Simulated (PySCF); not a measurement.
## Pt: excitation energy

Pt [Xe] 4f14 5d9 6s1 (3D) → Pt [Xe] 4f14 5d8 6s1 6p1 (high-spin determinant), as a difference of total energies. All numbers are calculated (PySCF 2.14, the spin-free X2C one-electron Hamiltonian (Gaussian nucleus), in x2c-TZVPPall with one added diffuse shell each of s, p, d, f type (12s8p8d4f1g, 113 functions)). Correlated levels: valence: [Xe] 4f14 frozen. The calculations carry no spin-orbit coupling.

| method | excitation energy (eV) |
| --- | --- |
| UHF | 3.056 |
| MP2 (valence) | 4.784 |
| SCS-MP2 (valence) | 4.847 |
| CCSD (valence) | 4.404 |
| CCSD(T) (valence) | 4.506 |

Problem. How much does correlation contribute at CCSD(T) (valence)?

Solution. 4.506 − (3.056) = 1.450 eV, measured against UHF.

A first-order spin-orbit estimate (lowest level to lowest level, LS coupling) adds -0.102 eV.

The determinant of the upper state mixes LS terms, which raises its energy above the lowest term, most at the Hartree-Fock and MP2 levels.
